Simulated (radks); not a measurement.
Values are calculated unless marked as measured or tabulated.
Q: Ionisation of the krypton ion Kr+, [Ar] 3d10 4s2 4p5, to Kr2+, [Ar] 3d10 4s2 4p4, under several functionals. Scalar-relativistic Kohn-Sham, spin-unpolarised, spherical densities, finite nucleus; a radial shooting solver on a logarithmic mesh with Libxc functionals. The NIST Atomic Spectra Database gives 24.360 eV (measured). Rank these functionals by the error of their Delta-SCF ionisation energy: PBEsol; RPBE; exchange-only PBE; LDA (Slater exchange, Perdew-Zunger correlation); exchange-only LDA; exchange-only r2SCAN; MS2 meta-GGA; TASK exchange with Perdew-Wang LDA correlation; BP86.

A: From best to worst: exchange-only PBE 24.077 eV (-0.283); exchange-only r2SCAN 24.647 eV (+0.287); exchange-only LDA 23.919 eV (-0.440); RPBE 25.143 eV (+0.783); PBEsol 25.178 eV (+0.818); BP86 25.282 eV (+0.922); LDA (Slater exchange, Perdew-Zunger correlation) 25.338 eV (+0.978); MS2 meta-GGA 25.477 eV (+1.117); TASK exchange with Perdew-Wang LDA correlation 26.023 eV (+1.663). Spin polarisation and multiplet splitting are left out, so open shells lie too high by an amount that depends on their filling.

Beside tabulated values, note that spin-unpolarised runs miss the spin-polarisation part of the exchange energy of open shells.
